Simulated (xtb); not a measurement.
C2H5O2 (SMILES COC=[OH+]), charge +1, singlet, from a rough starting geometry; GFN2-xTB run with xtb.

Here is a job for xtb.
```
$ xtb mol.xyz --gfn 2 --chrg 1 --opt vtight --json

# file mol.xyz
9

C     -1.10263887    -0.00397602    -0.03014270
O     -0.88484603    -1.23312727    -0.05850163
O     -0.16007998     0.97327433    -0.10132759
H     -2.11614613     0.42009363    -0.05016856
C      1.20851244     0.49556093    -0.05941034
H      1.81355887     1.32937982    -0.02374647
H      1.34920408    -0.09804604     0.86863413
H      1.36922979    -0.11959630    -0.91281754
H     -1.56315698    -1.77808943     0.33865617
```

The log (banner, timings and long lists left out):

```
   ID    Z sym.   atoms
    1    6 C      1, 5
    2    8 O      2, 3
    3    1 H      4, 6-9

           -------------------------------------------------
          |                Calculation Setup                |
           -------------------------------------------------

           -------------------------------------------------
          |                 G F N 2 - x T B                 |
           -------------------------------------------------

          ...................................................
          :                      SETUP                      :
          :.................................................:
          :  # basis functions                  21          :
          :  # atomic orbitals                  21          :
          :  # shells                           13          :
          :  # electrons                        24          :
          :  max. iterations                   250          :
          :  Hamiltonian                  GFN2-xTB          :
          :  restarted?                      false          :
          :  GBSA solvation                  false          :
          :  PC potential                    false          :
          :  electronic temp.          300.0000000     K    :
          :  accuracy                    1.0000000          :
          :  -> integral cutoff          0.2500000E+02      :
          :  -> integral neglect         0.1000000E-07      :
          :  -> SCF convergence          0.1000000E-05 Eh   :
          :  -> wf. convergence          0.1000000E-03 e    :
          :  Broyden damping             0.4000000          :
          :  net charge                          1          :
          :  unpaired electrons                  0          :
          ...................................................

 iter      E             dE          RMSdq      gap      omega  full diag
   1    -14.5676496 -0.145676E+02  0.535E+00    5.42       0.0  T
   2    -14.5967573 -0.291078E-01  0.286E+00    3.81       1.0  T
   3    -14.5969854 -0.228081E-03  0.165E+00    4.00       1.0  T
   4    -14.6010429 -0.405751E-02  0.254E-01    3.41       1.0  T
   5    -14.6012581 -0.215173E-03  0.103E-01    3.56       1.0  T
   6    -14.6012801 -0.219659E-04  0.269E-02    3.56       1.2  T
   7    -14.6012810 -0.912349E-06  0.116E-02    3.57       2.9  T
   8    -14.6012814 -0.391879E-06  0.252E-03    3.57      13.2  T
   9    -14.6012814 -0.642485E-08  0.103E-03    3.57      32.4  T
[...]
 * total energy  :   -14.4859636 Eh     change       -0.1428905E-04 Eh
 * total energy  :   -14.4859459 Eh     change        0.1765448E-04 Eh
 * total energy  :   -14.4859776 Eh     change       -0.3163710E-04 Eh
 * total energy  :   -14.4859820 Eh     change       -0.4412239E-05 Eh
 * total energy  :   -14.4859869 Eh     change       -0.4982431E-05 Eh
 * total energy  :   -14.4859877 Eh     change       -0.7875313E-06 Eh
 * total energy  :   -14.4859914 Eh     change       -0.3622919E-05 Eh
 * total energy  :   -14.4859926 Eh     change       -0.1278267E-05 Eh
 * total energy  :   -14.4859939 Eh     change       -0.1269239E-05 Eh
 * total energy  :   -14.4859944 Eh     change       -0.5238267E-06 Eh
 * total energy  :   -14.4859946 Eh     change       -0.2054583E-06 Eh
 * total energy  :   -14.4859947 Eh     change       -0.3835035E-07 Eh
   *** GEOMETRY OPTIMIZATION CONVERGED AFTER 44 ITERATIONS ***
         :: total energy             -14.485994672366 Eh    ::
[...]
     3   8 O        1.703    -0.040    15.006     5.230
     4   1 H        0.924     0.151     1.387     1.842
     5   6 C        3.647    -0.026    21.385     6.645
     6   1 H        0.924     0.151     1.383     1.839
     7   1 H        0.925     0.123     1.587     1.970
     8   1 H        0.924     0.151     1.383     1.839
     9   1 H        0.804     0.403     0.479     1.088

 Mol. C6AA /au·bohr⁶  :        518.714403
 Mol. C8AA /au·bohr⁸  :      11020.429425
 Mol. α(0) /au        :         33.762063

Wiberg/Mayer (AO) data.
largest (>0.10) Wiberg bond orders for each atom

 ---------------------------------------------------------------------------
     #   Z sym  total        # sym  WBO       # sym  WBO       # sym  WBO
 ---------------------------------------------------------------------------
     1   6 C    3.885 --     3 O    1.516     2 O    1.361     4 H    0.916
     2   8 O    2.403 --     1 C    1.361     9 H    0.818     3 O    0.169
     3   8 O    2.614 --     1 C    1.516     5 C    0.899     2 O    0.169
     4   1 H    0.977 --     1 C    0.916
     5   6 C    3.831 --     7 H    0.972     6 H    0.942     8 H    0.941
                             3 O    0.899
     6   1 H    0.977 --     5 C    0.942
     7   1 H    0.985 --     5 C    0.972
     8   1 H    0.977 --     5 C    0.941
     9   1 H    0.838 --     2 O    0.818
 ---------------------------------------------------------------------------

Topologies differ in total number of bonds
Writing topology from bond orders to xtbtopo.mol

molecular dipole:
                 x           y           z       tot (Debye)
 q only:       -0.935      -0.388       0.093
   full:       -1.254      -0.489       0.112       3.434
molecular quadrupole (traceless):
                xx          xy          yy          xz          yz          zz
 q only:        8.271       6.249      -1.965      -1.575      -1.716      -6.306
  q+dip:        8.379       6.914      -2.376      -1.903      -1.244      -6.003
   full:        8.491       6.895      -2.689      -1.911      -0.961      -5.802

optimized geometry written to: xtbopt.xyz

           -------------------------------------------------
          | TOTAL ENERGY              -14.485994672366 Eh   |
          | GRADIENT NORM               0.000040324257 Eh/α |
          | HOMO-LUMO GAP               4.432454397014 eV   |
           -------------------------------------------------

normal termination of xtb
```
